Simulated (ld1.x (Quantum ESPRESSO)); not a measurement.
## Ranking TM potentials for silicon

All share these settings but for the change named:

```
Element                 : silicon (Si)
Generator               : ld1.x (Quantum ESPRESSO) 7.5
Type                    : norm-conserving Troullier–Martins (Kleinman–Bylander form)
Functional              : PBEsol
Relativity              : scalar-relativistic
Frozen core             : [Ne]
Valence charge          : 4
Reference configuration : 3s2 3p2
Partial waves           : 3p (bound): rc 1.50 bohr; 3d channel at 0.15 Ry: rc 1.45 bohr; 3s (bound): rc 1.25 bohr
Local potential         : the s channel
Core correction         : Bessel-smoothed model core inside 1.20 bohr
```

Test errors are all-electron minus pseudo excitation energies from the reference, over 3s2 3p1; 3s2 3p0; 3s1 3p0; 3s2 3p1.5; 3s1 3p2; 3s2 3p2.3; 3s0 3p4. None of these files shows a bound ghost.

The base gives 62.4 meV.

Of 11 variants that were run, those that failed, showed a ghost or another fault, or gave nearly equal values are left out.

A variant can come out equal or close to the base, since the largest error may sit in a test that the change hardly touches while other tests move.

**Question.** Rank these variants by their largest absolute test error, smallest first.
A. wave 3s (bound): rc 1.25 bohr becomes 3s (bound): rc 1.72 bohr
B. wave 3p (bound): rc 1.50 bohr becomes 3p (bound): rc 1.06 bohr
C. functional PBE
D. all radii but the core radius scaled by about 1.19 (s 1.48, p 1.78, d 1.72 bohr)

**Answer.** B (32.9 meV), A (38.7 meV), D (53.7 meV), C (68.5 meV).
